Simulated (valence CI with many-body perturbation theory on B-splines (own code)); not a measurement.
## Sb¹⁸⁺: electric-dipole lines

Computed by configuration interaction combined with many-body perturbation theory (CI+MBPT): five valence electrons over a frozen Dirac-Fock core [Ar] 3d10, a basis of 11 s, 11 p, 10 d, 8 f, 5 g, 2 h functions for each j, with the one-electron correlation potential Σ1, the two-electron term Σ2, the three-electron term Σ3, Breit, model QED; selected CI, second order for the rest, scaled by the run's own slope (own B-spline code, finite nucleus).

No measured levels were compared; by estimate levels hold to about 250 cm⁻¹ or 0.2 % of their energy and the worst to 1 %, as in measured heavy ions of charge 2 to 7; those with d or f electrons hold less well. Among the levels kept, up to 2100 cm⁻¹ of a level comes from second order outside the variational space, and about a tenth of that is noise between levels of different J, which matters for small intervals.

Lines 1 to 50 of 559 in falling wavelength, among levels below 1516500 cm⁻¹, chosen from the strongest by gf and those to the six lowest levels. Wavelengths and rates use the calculated energies, so an error of 1000 cm⁻¹ moves a line at 365.5 Å by 0.37 % and its rate by three times that or more. Electric multipoles are in the length gauge, E1 and E2 with the static RPA response of the core. Weak lines are less certain than strong ones. Lines between different terms over intervals too small for the method are left out, as are lines whose strength nearly cancels. Where a level lies close to another of its J and parity, the split of strength between their lines is uncertain.

Names give the largest LS component (configuration and term), which can be under half, so a name can repeat, a term be missing and a line seem to break the LS rules; names also repeat where a configuration has a term twice. Letters in brackets count levels of one name in rising energy.

```
λ vac (Å)                   Upper                  Lower   A (s⁻¹)  S (a.u.) with core polarisation  S without
    365.5           4s 4p4 4P_3/2        4s2 4p3 2P°_3/2  2.13e+08                         2.05e-02   2.24e-02
    358.6           4s 4p4 4P_1/2        4s2 4p3 2P°_3/2  8.94e+07                         4.07e-03   4.42e-03
    304.1           4s 4p4 4P_5/2        4s2 4p3 2D°_5/2  8.65e+08                         7.20e-02   7.85e-02
    296.6      4s 4p3 4d 4G°_11/2      4s2 4p2 4d 2G_9/2  1.83e+09                         2.83e-01   3.09e-01
    285.3           4s 4p4 4P_5/2        4s2 4p3 2D°_3/2  2.03e+09                         1.40e-01   1.53e-01
    283.4           4s 4p4 4P_1/2        4s2 4p3 2P°_1/2  2.02e+09                         4.54e-02   4.95e-02
    281.9           4s 4p4 2D_5/2        4s2 4p3 2P°_3/2  2.59e+09                         1.72e-01   1.88e-01
    264.9           4s 4p4 4P_3/2        4s2 4p3 2D°_5/2  1.35e+09                         4.94e-02   5.38e-02
    253.5       4s 4p4 2P_1/2 [a]        4s2 4p3 2P°_3/2  6.65e+08                         1.07e-02   1.17e-02
    250.6           4s 4p4 4P_3/2        4s2 4p3 2D°_3/2  1.65e+08                         5.11e-03   5.55e-03
    250.2             4p5 2P°_3/2          4s 4p4 2D_5/2  1.25e+10                         3.86e-01   4.20e-01
    249.8           4s 4p4 2P_3/2        4s2 4p3 2P°_3/2  1.96e+09                         6.02e-02   6.57e-02
    247.3           4s 4p4 4P_1/2        4s2 4p3 2D°_3/2  4.20e+08                         6.27e-03   6.84e-03
    247.0           4s 4p4 2D_3/2        4s2 4p3 2P°_1/2  4.09e+08                         1.22e-02   1.33e-02
    241.1       4s2 4p2 4d 4F_3/2        4s2 4p3 2P°_3/2  1.15e+09                         3.17e-02   3.46e-02
    236.2             4p5 2P°_3/2          4s 4p4 2D_3/2  5.92e+09                         1.54e-01   1.68e-01
    235.4       4s 4p3 4d 4G°_9/2      4s2 4p2 4d 4F_7/2  5.38e+09                         3.46e-01   3.78e-01
    235.2           4s 4p4 4P_5/2        4s2 4p3 4S°_3/2  4.26e+09                         1.64e-01   1.79e-01
    232.9      4s 4p3 4d 4G°_11/2      4s2 4p2 4d 4F_9/2  6.12e+09                         4.58e-01   5.01e-01
    232.5       4s 4p3 4d 4F°_9/2  4s2 4p2 4d 2F_7/2 [a]  4.45e+09                         2.76e-01   3.01e-01
    230.0           4s 4p4 2D_3/2        4s2 4p3 2D°_5/2  9.39e+08                         2.26e-02   2.46e-02
    228.2   4s 4p3 4d 2G°_9/2 [a]      4s2 4p2 4d 4F_9/2  3.33e+09                         1.96e-01   2.14e-01
    227.4             4p5 2P°_1/2          4s 4p4 2P_3/2  1.21e+10                         1.41e-01   1.54e-01
    225.2   4s 4p3 4d 4D°_7/2 [d]      4s2 4p2 4d 4P_5/2  6.45e+09                         2.90e-01   3.18e-01
    222.5   4s 4p3 4d 2G°_9/2 [b]      4s2 4p2 4d 2G_7/2  2.27e+09                         1.23e-01   1.35e-01
    220.9       4s 4p3 4d 4S°_3/2      4s2 4p2 4d 4P_5/2  8.03e+09                         1.71e-01   1.86e-01
    219.3   4s 4p3 4d 2G°_7/2 [a]      4s2 4p2 4d 2F_5/2  2.89e+09                         1.20e-01   1.31e-01
    219.2   4s 4p3 4d 2G°_9/2 [a]  4s2 4p2 4d 2F_7/2 [a]  2.42e+09                         1.26e-01   1.38e-01
    219.1           4s 4p4 2D_3/2        4s2 4p3 2D°_3/2  1.59e+10                         3.29e-01   3.58e-01
    218.9   4s 4p3 4d 2F°_7/2 [c]  4s2 4p2 4d 2F_7/2 [c]  1.01e+10                         4.20e-01   4.58e-01
    218.1   4s 4p3 4d 2F°_7/2 [a]      4s2 4p2 4d 2G_7/2  4.01e+09                         1.64e-01   1.79e-01
    218.1           4s 4p4 2D_5/2        4s2 4p3 2D°_5/2  1.19e+10                         3.65e-01   3.97e-01
    218.0       4s 4p3 4d 4G°_7/2      4s2 4p2 4d 4F_5/2  4.53e+09                         1.85e-01   2.02e-01
    216.9   4s 4p3 4d 2G°_9/2 [c]      4s2 4p2 4d 2G_9/2  1.76e+10                         8.87e-01   9.68e-01
    215.3   4s 4p3 4d 2D°_3/2 [a]      4s2 4p2 4d 4D_5/2  6.86e+09                         1.35e-01   1.47e-01
    215.3       4s 4p3 4d 4F°_7/2      4s2 4p2 4d 4F_5/2  6.51e+09                         2.57e-01   2.80e-01
    214.8       4s 4p3 4d 4G°_5/2      4s2 4p2 4d 4F_3/2  4.94e+09                         1.45e-01   1.58e-01
    213.5       4s 4p4 2P_1/2 [a]        4s2 4p3 2P°_1/2  1.53e+10                         1.47e-01   1.60e-01
    213.4   4s 4p3 4d 2D°_3/2 [e]  4s2 4p2 4d 2D_3/2 [b]  6.80e+09                         1.30e-01   1.42e-01
    211.6   4s 4p3 4d 2G°_9/2 [c]  4s2 4p2 4d 2F_7/2 [b]  7.01e+09                         3.28e-01   3.58e-01
    211.1   4s 4p3 4d 2D°_5/2 [c]  4s2 4p2 4d 2D_5/2 [b]  6.65e+09                         1.85e-01   2.02e-01
    211.1  4s2 4p 4d2 4G°_5/2 [a]  4s2 4p2 4d 2D_5/2 [a]  5.59e+09                         1.56e-01   1.70e-01
    211.1           4s 4p4 4P_3/2        4s2 4p3 4S°_3/2  1.52e+10                         2.81e-01   3.06e-01
    210.8           4s 4p4 2P_3/2        4s2 4p3 2P°_1/2  3.23e+09                         5.98e-02   6.51e-02
    210.7       4s2 4p2 4d 4D_1/2        4s2 4p3 2P°_3/2  6.48e+09                         5.99e-02   6.53e-02
    210.4   4s 4p3 4d 4D°_7/2 [c]      4s2 4p2 4d 4D_5/2  7.44e+09                         2.74e-01   2.98e-01
    210.1   4s 4p3 4d 2G°_7/2 [b]      4s2 4p2 4d 2G_7/2  1.14e+10                         4.16e-01   4.54e-01
    209.8   4s 4p3 4d 2P°_3/2 [b]  4s2 4p2 4d 2D_5/2 [b]  8.70e+09                         1.58e-01   1.73e-01
    209.7   4s 4p3 4d 4P°_3/2 [b]      4s2 4p2 4d 4D_5/2  8.62e+09                         1.57e-01   1.71e-01
    209.5   4s 4p3 4d 2D°_3/2 [e]  4s2 4p2 4d 2P_1/2 [b]  6.98e+09                         1.27e-01   1.38e-01
```
